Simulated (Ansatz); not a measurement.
The cluster Sr6Te6. Total charge 0; singlet. Geometry PBE0-D4/def2-SVP.

```xyz
12

Sr    3.431   -0.532   -4.151
Sr   -5.492    0.320   -0.962
Sr    1.997    0.216    5.147
Sr   -3.379    0.799    4.167
Sr   -2.029   -0.112   -5.143
Sr    5.478   -0.711    0.922
Te   -0.885    0.779    5.882
Te   -4.774   -0.159   -3.864
Te   -5.527    0.730    2.036
Te    4.645   -0.391    3.814
Te    0.929    0.038   -5.757
Te    5.604   -0.977   -2.091
```

In the def2 sets Sr, Te take a core potential; there is no spin–orbit coupling. The structure comes from a short search, and lower isomers may exist.

Q: Estimate the orbital energies around the gap (eV) in Ansatz with PBE-D4/def2-SVP, PBE-D4/def2-TZVP, r2SCAN-D4/def2-TZVP, PBE0-D4/def2-SVP, PBE0-D4/def2-TZVP.

A: 
| orbital | PBE-D4/def2-SVP | PBE-D4/def2-TZVP | r2SCAN-D4/def2-TZVP | PBE0-D4/def2-SVP | PBE0-D4/def2-TZVP |
| --- | --- | --- | --- | --- | --- |
| HOMO−5 | -4.59 | -4.56 | -4.74 | -5.46 | -5.45 |
| HOMO−4 | -4.54 | -4.54 | -4.71 | -5.41 | -5.40 |
| HOMO−3 | -4.53 | -4.53 | -4.71 | -5.41 | -5.40 |
| HOMO−2 | -4.47 | -4.49 | -4.67 | -5.33 | -5.34 |
| HOMO−1 | -4.47 | -4.49 | -4.67 | -5.33 | -5.34 |
| HOMO | -4.40 | -4.42 | -4.60 | -5.26 | -5.27 |
| LUMO | -2.55 | -2.56 | -2.15 | -1.97 | -1.96 |
| LUMO+1 | -2.40 | -2.40 | -1.97 | -1.79 | -1.78 |
| LUMO+2 | -2.40 | -2.40 | -1.96 | -1.79 | -1.78 |
| LUMO+3 | -2.11 | -2.11 | -1.63 | -1.46 | -1.44 |
| LUMO+4 | -2.11 | -2.11 | -1.62 | -1.45 | -1.44 |
| LUMO+5 | -1.97 | -1.96 | -1.45 | -1.28 | -1.27 |
